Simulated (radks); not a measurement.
Results of a calculation; reference values are marked as such.
Problem. The boron ion B4+, 1s1. Code: a radial shooting solver on a logarithmic mesh with Libxc functionals. Model: non-relativistic Kohn-Sham, PBE, spin-polarised, spherical densities, point nucleus. Every spin shell is full or empty, so the densities are truly spherical. Functionals are evaluated on that one density, not self-consistently. Rank these orbital-free kinetic functionals by their error against the exact value of the orbitals, and give that value: Thomas-Fermi, TF + vW, TF + vW/9, TF + vW/5, LC94, APBEK, revAPBEK, Thakkar, Pearson, PG1.

Solution. Exact: 12.4679 hartree. From best to worst, with 100 (|E| - |E exact|)/|E exact| (equal figures are ties): APBEK +2.08, LC94 +2.24, Pearson -2.34, Thakkar +2.44, TF + vW/9 +2.74, revAPBEK +2.98, Thomas-Fermi -8.37, TF + vW/5 +11.63, PG1 +55.24, TF + vW +91.63.
